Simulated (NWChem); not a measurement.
Molecule: C$_{2}$H$_{2}$F$_{3}$, doublet; SMILES FC[C](F)F

Results from NWChem. Spin-unrestricted. No stability test was run on the SCF state. B3LYP is NWChem's, with the RPA form of VWN correlation. Each level has its own optimisation; frequencies are unscaled. Brackets give each atom's bonded neighbours. One conformer.

```
level                r C–F [C(CFHH)–F(C)] (Å)  r C–C (Å)  r C–H (Å)  r C–F [C(CFF)–F(C)] (Å)  highest harmonic frequency (cm⁻¹)  lowest (cm⁻¹)  zero-point energy (kcal/mol)  dipole (D)
-------------------  ------------------------  ---------  ---------  -----------------------  ---------------------------------  -------------  ----------------------------  ----------
B3LYP/3-21G                             1.435      1.480      1.092                    1.362                               3137            105                          25.3        2.02
UHF/STO-3G                              1.389      1.551      1.098                    1.353                               3668             67                          29.2        1.51
PBE-D3(BJ)/def2-SVP                     1.398      1.486      1.111                    1.336                               3051            102                          24.6        1.72
```
